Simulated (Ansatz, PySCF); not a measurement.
CHAlFNO (SMILES O=C=[N][AlH][F]), singlet, geometry from GFN2-xTB (such geometries of metal compounds can be far from the true shape), atoms displaced at random by about 0.08 Å a coordinate. Base run: B3LYP/6-31G, gradient run with PySCF.

PySCF was given this input:
```python
from pyscf import gto, scf, dft

mol = gto.Mole()
mol.atom = '''
    Al   -0.10366693   -0.62108084   -1.04576215
    F    -1.61339244   -0.75288639   -1.51295611
    H     0.81385030   -1.14501869   -2.00208038
    N     0.35060320    0.17205900    0.36345270
    C     0.69706342    0.73577111    1.34639364
    O     1.16601621    1.32648909    2.38576548
'''
mol.basis = '6-31g'
mol.verbose = 4
mol.build()

mf = dft.RKS(mol)
mf.xc = 'b3lyp'
mf.kernel()
g = mf.nuc_grad_method()
grad = g.kernel()
```

Programs used: Ansatz (an electronic-structure program), PySCF; a row that names a program was run with it.

The coordinate followed is x of atom 2.

Each row names what was changed in the base input (with any setting that the change needs).

| change | dE/dx (Eh/bohr) | net force (Eh/bohr) |
|---|---|---|
| base | 0.082698 | 0.000127 |
| density fitting = on; auxbasis_response = off | 0.083220 | 0.000924 |
| conv_tol = 1e-11 | 0.082698 | 0.000127 |
| finite difference step (bohr) = 1e-3; conv_tol = 1e-11 | 0.082832 | - |
| code = ansatz | 0.082809 | 0.000000 |
| finite difference step (bohr) = 0.05; conv_tol = 1e-11 | 0.083257 | - |
| finite difference step (bohr) = 0.01; conv_tol = 1e-11 | 0.082849 | - |
| grids.level = 1; grid_response = off | 0.082742 | 0.000264 |
| conv_tol = 1e-6 | 0.082699 | 0.000127 |
| density fitting = on | 0.082702 | 0.000127 |
| grids.level = 5; grid_response = off | 0.082823 | 0.000011 |
| finite difference step (bohr) = 1e-4; conv_tol = 1e-11 | 0.082832 | - |

The net force is zero for an exact gradient.
